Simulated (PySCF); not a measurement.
# `C[O+]([BH2-]F)CC1CC1`, C5H12BFO

Molfile (atoms numbered from 1):
```
C5H12BFO
     RDKit          3D

 20 20  0  0  0  0  0  0  0  0999 V2000
   -1.4249   -1.1330   -0.0596 C   0  0  0  0  0  0  0  0  0  0  0  0
   -1.2057    0.2638   -0.1211 O   0  0  0  0  0  0  0  0  0  0  0  0
   -2.4072    1.0419   -1.0249 B   0  0  0  0  0  0  0  0  0  0  0  0
   -2.0360    2.3553   -0.9250 F   0  0  0  0  0  0  0  0  0  0  0  0
    0.1066    0.6136   -0.5692 C   0  0  0  0  0  0  0  0  0  0  0  0
    1.1615    0.2460    0.4459 C   0  0  0  0  0  0  0  0  0  0  0  0
    2.6042    0.2942    0.0408 C   0  0  0  0  0  0  0  0  0  0  0  0
    1.9492   -1.0250    0.3106 C   0  0  0  0  0  0  0  0  0  0  0  0
   -0.7163   -1.5873    0.6344 H   0  0  0  0  0  0  0  0  0  0  0  0
   -1.3248   -1.5920   -1.0483 H   0  0  0  0  0  0  0  0  0  0  0  0
   -2.4413   -1.2812    0.2988 H   0  0  0  0  0  0  0  0  0  0  0  0
   -2.2968    0.6159   -2.1335 H   0  0  0  0  0  0  0  0  0  0  0  0
   -3.4011    0.7958   -0.4262 H   0  0  0  0  0  0  0  0  0  0  0  0
    0.3112    0.1373   -1.5374 H   0  0  0  0  0  0  0  0  0  0  0  0
    0.0768    1.6970   -0.7084 H   0  0  0  0  0  0  0  0  0  0  0  0
    0.9175    0.5780    1.4478 H   0  0  0  0  0  0  0  0  0  0  0  0
    2.8308    0.5508   -0.9825 H   0  0  0  0  0  0  0  0  0  0  0  0
    3.3243    0.6689    0.7508 H   0  0  0  0  0  0  0  0  0  0  0  0
    2.2208   -1.5608    1.2077 H   0  0  0  0  0  0  0  0  0  0  0  0
    1.7460   -1.6687   -0.5326 H   0  0  0  0  0  0  0  0  0  0  0  0
  1  2  1  0
  2  3  1  0
  3  4  1  0
  2  5  1  0
  5  6  1  0
  6  7  1  0
  7  8  1  0
  8  6  1  0
  1  9  1  0
  1 10  1  0
  1 11  1  0
  3 12  1  0
  3 13  1  0
  5 14  1  0
  5 15  1  0
  6 16  1  0
  7 17  1  0
  7 18  1  0
  8 19  1  0
  8 20  1  0
M  CHG  2   2   1   3  -1
M  END
```

Computed, not measured: GIAO PBE0/pcSseg-1 magnetisability, rotational g tensor and spin-rotation constants, non-relativistic, gas phase (PySCF 2.14.0). Geometry: GFN2-xTB.

(1) What are the magnetisability and the molar susceptibility?

(2) Split it along the inertial axes a, b, c into diamagnetic and paramagnetic parts about the centre of mass, with the quadrupole moment.

(3) And the rotational g tensor?

Results:

(1) Isotropic -1393 × 10⁻³⁰ J/T², or -83.9 × 10⁻⁶ cm³/mol; principal values -1465, -1382, -1333 × 10⁻³⁰ J/T², anisotropy 116 × 10⁻³⁰ J/T² (root of half the summed squared differences of the principal values). The susceptibility is in cgs units.

(2) 
| axis | χ (10⁻⁶ cm³/mol) | diamagnetic (10⁻⁶ cm³/mol) | paramagnetic (10⁻⁶ cm³/mol) | summed x² of all electrons (Å²) | quadrupole Θ (D Å) |
| --- | --- | --- | --- | --- | --- |
| a | -82.4 | -438.3 | 355.9 | 253.9 | -11.86 |
| b | -83.0 | -1179.7 | 1096.7 | 79.1 | +7.92 |
| c | -86.3 | -1412.8 | 1326.4 | 24.2 | +3.94 |

Anisotropies 2χaa − χbb − χcc = +4.5 and 2χbb − χaa − χcc = +2.8 × 10⁻⁶ cm³/mol. Θ is traceless in Buckingham's convention.

(3) 
```csv
axis,rotational constant (GHz),g,nuclear part,electronic part
a,3.8266,-0.0079,0.6319,-0.6398
b,1.1049,-0.0080,0.5613,-0.5693
c,0.9086,-0.0042,0.5621,-0.5662
```
Asymmetric top; isotopes 11B, 12C, 19F, 1H, 16O; no vibrational averaging.
